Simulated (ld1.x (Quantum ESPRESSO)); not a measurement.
**Before and after: TM potential for Kr (Z = 36)**

ld1.x (Quantum ESPRESSO) 7.5 input, shortened:

```
&input
   title='Kr', zed=36., rel=1, dft='PZ', iswitch=3,
   config='[Ar] 3d10 4s2 4p5 4d-2'
 /
 &inputp
   pseudotype=2, tm=.true., lloc=0,
   nlcc=.false.
 /
3
4P  2  1   5.00   0.00  1.30  1.30  0.0
4D  3  2  -2.00   0.40  1.15  1.15  0.0
4S  1  0   2.00   0.00  1.05  1.05  0.0
 &test
   configts(1)='4s2 4p5'
 /
```

Change: wave 4p (bound): rc 1.30 bohr becomes 4p (bound): rc 1.04 bohr.

Cutoffs: the cutoffs (Ry, on a coarse ladder) from which the occupation-weighted sum of valence levels, in a spherical-Bessel basis at the reference potential, stays within 10 and 1 mRy of its value at 400 Ry; they do not see the model core or the augmentation charge, which bear on the density cutoff. Errors are all-electron minus pseudo energies relative to the spin-unpolarised reference configuration.

**Question.** What does the change do?

**Answer.** Both files keep a bound ghost (d, p); the number of tests that count goes from 7 to 2.

| quantity | base | changed |
| --- | --- | --- |
| cutoff, loose | 120 Ry | 230 Ry |
| cutoff, tight | 260 Ry | over 300 Ry |
| loose cutoff by channel (10 mRy a level) | p 12 Ry, s 80 Ry | p 80 Ry, s 80 Ry |
| bound ghosts | d, p | d, p |
| tests counted (converged, no solver errors) | 7 of 8 | 2 of 8 |
| error for 4s2 4p6, meV [ΔE -14.44 eV] | +144 | +124 |
| error for 4s2 4p5.5, meV [ΔE -8.51 eV] | +44 | +36 |

Base: Tests not counted: 4s2 4p2 (solver errors, printed error -10.3 eV). Changed file: Tests not counted: 4s2 4p4 (solver errors, printed error -223 eV); 4s2 4p3 (solver errors, printed error -159 eV); 4s2 4p2 (solver errors, printed error -187 eV); 4s1 4p6 (solver errors, printed error -307 eV); 4s2 4p5 (spin-polarised) (solver errors, printed error -345 eV); 4s2 4p4 (spin-polarised) (solver errors, printed error -217 eV). A true bound ghost makes a file unfit for plane-wave use even where its test errors are small: the radial tests pick states by their node count and pass the ghost by. Where a test does run into it, the solver fails or the error is huge.
